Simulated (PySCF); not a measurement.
C₂H₉BO₂Si, SMILES C[SiH2]CB(O)O. Coordinates come from a B3LYP-D3(BJ)/def2-SVP optimisation. This is a generated structure with no PubChem entry under its InChIKey; it may be hypothetical. The values are those of a single conformer.

Problem. Give the equilibrium geometry at B3LYP-D3(BJ)/def2-SVP (PySCF confirms it by a frequency run) as bond lengths and angles. (The exact figures need the calculation; the answer reports its results.)

Solution. Several could match; the one computed here: 
Atoms: Si1 C2 C3 B4 O5 O6 H7 H8 H9 H10 H11 H12 H13 H14 H15. Bond lengths (Å): Si1–C2 1.886, Si1–C3 1.895, Si1–H7 1.495, Si1–H8 1.495, C2–H9 1.102, C2–H10 1.103, C2–H11 1.101, C3–B4 1.583, C3–H12 1.105, C3–H13 1.104, B4–O5 1.367, B4–O6 1.365, O5–H14 0.963, O6–H15 0.963. Angles (°): C2–Si1–C3 109.5, C2–Si1–H7 110.1, C2–Si1–H8 109.9, C3–Si1–H7 110.5, C3–Si1–H8 109.0, H7–Si1–H8 107.7, Si1–C2–H9 110.4, Si1–C2–H10 110.7, Si1–C2–H11 111.7, H9–C2–H10 108.1, H9–C2–H11 108.3, H10–C2–H11 107.7, Si1–C3–B4 110.2, Si1–C3–H12 107.2, Si1–C3–H13 108.3, B4–C3–H12 111.7, B4–C3–H13 112.3, H12–C3–H13 106.9, C3–B4–O5 122.3, C3–B4–O6 122.8, O5–B4–O6 114.9, B4–O5–H14 113.0, B4–O6–H15 113.0.
Charge 0, spin multiplicity 1.
